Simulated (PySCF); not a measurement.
## Ba (barium, neutral) across methods

[Xe] 6s2, closed-shell 1S. All numbers are calculated (PySCF 2.14, scalar relativity by spin-free X2C-1e, in aug-cc-pVQZ-X2C).

| method | E (hartree) | mean ε 5s (eV) | mean ε 5p (eV) | mean ε 6s (eV) | Σ⟨r²⟩ (bohr²) | ⟨S²⟩ |
| --- | --- | --- | --- | --- | --- | --- |
| LDA | -8127.71 | -33.896 | -18.928 | -3.353 | 95.51 | 0.000 |
| PBE | -8134.32 | -33.739 | -18.838 | -3.233 | 96.90 | 0.000 |
| B3LYP | -8134.85 | -35.863 | -20.058 | -3.591 | 97.03 | 0.000 |
| M06-L | -8134.54 | -34.078 | -18.890 | -3.246 | 96.43 | 0.000 |
| r2SCAN | -8134.73 | -34.857 | -19.546 | -3.262 | 98.79 | 0.000 |
| PBE0 | -8134.39 | -36.497 | -20.507 | -3.701 | 97.53 | 0.000 |
| revPBE | -8134.60 | -33.741 | -18.849 | -3.193 | 97.51 | 0.000 |

Problem. Estimate the same row for UHF.

Solution. E (hartree) = -8131.63411; mean ε 5s (eV) = -43.626; mean ε 5p (eV) = -24.472; mean ε 6s (eV) = -4.438; Σ⟨r²⟩ (bohr²) = 103.6; ⟨S²⟩ = 0.000.

Spin-orbit coupling, which splits the p, d and f shells strongly at this Z, is absent.
